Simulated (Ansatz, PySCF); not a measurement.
BrCs, triplet, at the geometry of the source list (a higher spin typed on purpose: for a closed-shell molecule this is an excited state) (core potentials on Cs). Base run: HF/def2-SVPD (PySCF).

Here is a job for PySCF.
```python
from pyscf import gto, scf

mol = gto.Mole()
mol.atom = '''
    Cs   -1.02520000   -0.71830000   -0.87230000
    Br    1.02520000    0.71830000    0.87230000
'''
mol.basis = 'def2-svpd'
mol.ecp = {'Cs': 'def2-svpd'}
mol.spin = 2
mol.verbose = 4
mol.build()

mf = scf.UHF(mol)
mf.kernel()
```

The same geometry, method and basis name were run in Ansatz (a first-principles code) and PySCF, at each program's defaults and at the settings that a row names. The base is PySCF at its defaults. Differences at the defaults can come from grids, fitting, cores and function types together.

```json
[
 {"code and settings": "PySCF, defaults (exact integrals, spherical functions)", "ΔE vs base (mEh)": "0.000", "basis functions": "68", "E (Eh)": "-2591.91159", "SCF cycles": "12", "dipole (D)": "3.26"},
 {"code and settings": "Ansatz, defaults (factorised integrals, spherical functions)", "ΔE vs base (mEh)": "-0.225", "basis functions": "68", "E (Eh)": "-2591.91181", "SCF cycles": "-", "dipole (D)": "-"},
 {"code and settings": "PySCF, density fitting with def2-universal-jkfit", "ΔE vs base (mEh)": "0.064", "basis functions": "68", "E (Eh)": "-2591.91152", "SCF cycles": "12", "dipole (D)": "3.26"},
 {"code and settings": "Ansatz, high accuracy", "ΔE vs base (mEh)": "-0.228", "basis functions": "68", "E (Eh)": "-2591.91182", "SCF cycles": "-", "dipole (D)": "-"}
]
```

Open shells are given as the SCF converged; they aren't shown to be the lowest states, and a large step between rows can be another state.
